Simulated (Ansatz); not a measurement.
Ansatz (a program for electronic structure) input (PBE/def2-TZVPD):

Ansatz 0.2 input:
```yaml
crystal:
  periodic: [false, false, false]
  atoms:
    - {symbol: Si, position_ang: [0.49822045, 0.53978993, -0.47980699]}
    - {symbol: C, position_ang: [1.25870668, -1.07520823, -1.05892668]}
    - {symbol: Cl, position_ang: [1.60930152, 1.27862170, 1.13691715]}
    - {symbol: N, position_ang: [-1.11578771, 0.22936954, 0.04368741]}
    - {symbol: Si, position_ang: [-2.10986372, -1.17720939, -0.19841132]}
    - {symbol: H, position_ang: [0.70645812, -1.48077074, -1.90859192]}
    - {symbol: H, position_ang: [2.29234042, -0.91536788, -1.36502216]}
    - {symbol: H, position_ang: [1.24754982, -1.80708775, -0.24674748]}
    - {symbol: H, position_ang: [-1.55909056, 0.98397036, 0.55061546]}
    - {symbol: H, position_ang: [-3.49906247, -0.81575230, 0.16125450]}
    - {symbol: H, position_ang: [-1.67078817, -2.32049033, 0.63710176]}
    - {symbol: H, position_ang: [-2.05425326, -1.61153551, -1.61339698]}
basis:
  gaussian:
    orbitals: def2-TZVPD
hamiltonian:
  xc: {name: PBE}
magnetization: {spin_polarized: true, initial_magnetization: 1}
output: {forces: true}
```

End of the output:

```
reference -30906.03887478 eV, -1135.7759797826 hartree; 33, 32 occupied and 236, 237 virtual orbitals, 1540 factors
Total energy: -30906.03887478 eV, -1135.7759797826 hartree
Atom 0 at     0.498220     0.539790    -0.479807 Å, force     0.188897     0.076585    -0.080924 eV/Å
Atom 1 at     1.258707    -1.075208    -1.058927 Å, force    -0.065943     0.134678     0.040524 eV/Å
Atom 2 at     1.609302     1.278622     1.136917 Å, force     0.047131     0.048139     0.051369 eV/Å
Atom 3 at    -1.115788     0.229370     0.043687 Å, force     0.041461    -0.060199    -0.033577 eV/Å
Atom 4 at    -2.109864    -1.177209    -0.198411 Å, force    -0.006455    -0.020634    -0.010058 eV/Å
Atom 5 at     0.706458    -1.480771    -1.908592 Å, force    -0.133985    -0.094198    -0.219266 eV/Å
Atom 6 at     2.292340    -0.915368    -1.365022 Å, force     0.254644     0.050255    -0.080103 eV/Å
Atom 7 at     1.247550    -1.807088    -0.246747 Å, force     0.001680    -0.179608     0.204705 eV/Å
Atom 8 at    -1.559091     0.983970     0.550615 Å, force    -0.157159     0.272915     0.170833 eV/Å
Atom 9 at    -3.499062    -0.815752     0.161254 Å, force    -0.235084     0.059526     0.057804 eV/Å
Atom 10 at    -1.670788    -2.320490     0.637102 Å, force     0.067113    -0.207464     0.149171 eV/Å
Atom 11 at    -2.054253    -1.611536    -1.613397 Å, force    -0.002299    -0.079995    -0.250478 eV/Å
Dipole moment:    -0.233804    -0.188829    -0.155045 e Å
```

It need not be the lowest isomer of its formula.
